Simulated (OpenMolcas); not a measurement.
Levels of Re III by method

| Property | Result |
| --- | --- |
| Program | OpenMolcas |
| Basis | ANO-RCC-VTZP [8s7p5d3f2g1h] |
| Scalar Hamiltonian | DKH2, point nucleus |
| Active space | 5 electrons in 9 orbitals (RAS2 5d 6s; RAS3 6p, at most 2 electrons) |
| State averaging | 2S+1 = 6 even, 6 roots; 2S+1 = 4 even, 84 roots kept (CI in the orbitals of an earlier block); 2S+1 = 2 even, 83 roots kept (CI in the orbitals of an earlier block); 2S+1 = 6 odd, 36 roots (15 in the spin-orbit step); 2S+1 = 4 odd, 88 roots kept (CI in the orbitals of an earlier block, 31 in the spin-orbit step); 2S+1 = 2 odd, 81 roots kept (CI in the orbitals of an earlier block, 1 in the spin-orbit step) |
| Spin-orbit coupling | state interaction with AMFI integrals over the reference wave functions, term energies averaged over their components |

Methods on the same reference wave functions:
A. RASSCF
B. SS-RASPT2, IPEA 0.25 Eh, imaginary shift 0.1 Eh (closed shells correlated: 5s 5p)
C. MS-RASPT2, IPEA 0.25 Eh, imaginary shift 0.1 Eh (closed shells correlated: 5s 5p)

Energies in eV above 5d⁵ ⁶S_5/2, the measured ground level; measured values from the list in Brasseur, Gamrath and Quinet, At. Data Nucl. Data Tables 157, 101636 (2024).

```
                Level       A       B       C  Measured
           5d⁵ ⁶S_5/2  0.0000  0.0000  0.0000    0.0000
 5d⁴ 6s ⁶D_1/2 [64 %]  1.9183   1.741   1.741    1.7849
        5d⁴ 6s ⁶D_5/2  2.4680   2.375   2.375    2.4448
 5d⁴ 6s ⁶D_7/2 [62 %]  2.7120   2.596   2.596    2.7408
    5d⁵ ⁴G_7/2 [55 %]  2.7446   2.304   2.304    2.0942
          5d⁵ ⁴G_11/2  2.8599   2.452   2.452    2.2342
           5d⁵ ⁴G_9/2  2.9061   2.506   2.506    2.2746
        5d⁴ 6s ⁶D_9/2  2.9825   2.843   2.843    2.9101
    5d⁵ ⁴D_7/2 [60 %]  3.2365   2.817   2.817    2.5359
    5d⁵ ⁴D_1/2 [58 %]  3.3328   2.895   2.895          
   5d⁵ ²I_11/2 [74 %]  4.1418   3.600   3.600    3.2447
          5d⁵ ²I_13/2  4.4477   3.918   3.918    3.5444
    5d⁵ ⁴F_5/2 [69 %]  4.6394   4.026   4.026    3.7570
 5d⁵ ²F_7/2(1) [57 %]  4.6573   4.068   4.068          
5d⁴ 6s ⁴H_11/2 [75 %]  5.1296   4.796   4.796    4.7322
```

Deviations, from unrounded energies. A percentage is the sum of absolute deviations over the sum of measured energies, with the sign that they share, or ± where signs differ.

| Against measurement | Levels | A | B | C |
| --- | --- | --- | --- | --- |
| mean absolute deviation (cm-1) | 12 | 4000 | 1600 | 1600 |
| other terms of the ground configuration (%) | 7 | +26.9 | +9.8 | +9.8 |
| other configurations (%) | 5 | ±4.5 | ±2.7 | ±2.7 |

B, C lie about equally close to measurement and A furthest from it. The largest miss of C in the table is 5d⁵ ²I_13/2, by +3000 cm-1. The ranking rests on the paired levels alone, and a cruder setting can come out closer through cancelling errors.

Between B and C no level of the table moves by more than 5 cm-1.

The two smallest mean deviations differ by little beside CASPT2's spread within terms, so their order carries little weight.

From A to B the spin-free energies of the other terms of 5d⁵ shown, above ⁶S, scale by factors of 0.84 to 0.86, as is usual when dynamic correlation screens the repulsion within a d or f shell.

The lowest spin-free term lies below A's lowest term by 0.311 hartree in B, 0.311 hartree in C.

CASPT2 does not keep the components of a term degenerate, so their means are used; among the terms shown or strongly mixed into the levels shown the widest spread is 150 cm-1 (5d⁵ ²I, B). Some high roots are left out of the spin-orbit mixing, which shifts the levels that they would mix with. Some levels mix across a computed gap that differs much from the measured one, so their mixing is not that of the real levels. Terms from blocks run as CI alone lack orbitals of their own. Configurations are named by rounded mean occupations; where the s occupation lies near a half they are strongly mixed, a name can repeat and a true partner stay unpaired. A single d shell beside an s shell can misplace configurations of different d count against each other. Without dynamic correlation excited terms often stand tens of per cent too high (terms of higher spin than the ground term too low), and those without a measured partner can miss by more than the paired ones (holds for A). The CASPT2 spread within a term exceeds the gap to the next term for 5d⁵ ²I and 5d⁵ ²F(1), so the order of their levels is uncertain (holds for B; C). Blocks of more than 70 roots (2S+1 = 4 even, 2 even) ran without multistate coupling (holds for C). Computed and measured levels are paired by configuration, term and J; levels that our copy of the source lacks, or whose pairing is in doubt (as where it misses far off the trend of its configuration), stay unpaired and out of the deviations. Only configurations of the active space appear. Levels that lie high or do not pair safely by name in every column are left out.

A share in square brackets marks a mixed level and gives the weight of the term that names it, the lowest over the columns. A number in round brackets counts repeated terms of one configuration in the order of the reference energies.
